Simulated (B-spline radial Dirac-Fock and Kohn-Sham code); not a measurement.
**Atomic ytterbium: differential elastic cross section for positrons at 372 eV**

Method: relativistic (Dirac) partial waves in the static field of the Dirac-Fock atom, without polarisation or absorption potentials. Computed with a radial atomic solver.

```
θ (°)  dσ/dΩ (a₀²/sr)
    0             191
    1             186
    2             172
    3             152
    5             105
    7            65.8
   10            31.4
   15            11.3
   20            5.16
   25            2.72
   30            1.63
   40           0.788
   50           0.467
   60           0.303
   70           0.211
   80           0.156
   90           0.121
  100          0.0972
  110          0.0811
  120          0.0697
  130          0.0616
  140          0.0559
  150          0.0519
  160          0.0492
  170          0.0477
  180          0.0472
```

The total elastic cross section is 14.8 a₀², the first transport cross section 1.75 a₀² and the second, weighted with (3/2) sin²θ, 3.11 a₀². The mean deflection is ⟨1 − cos θ⟩ = 0.118, and 3.1 % of the collisions scatter beyond 90°.
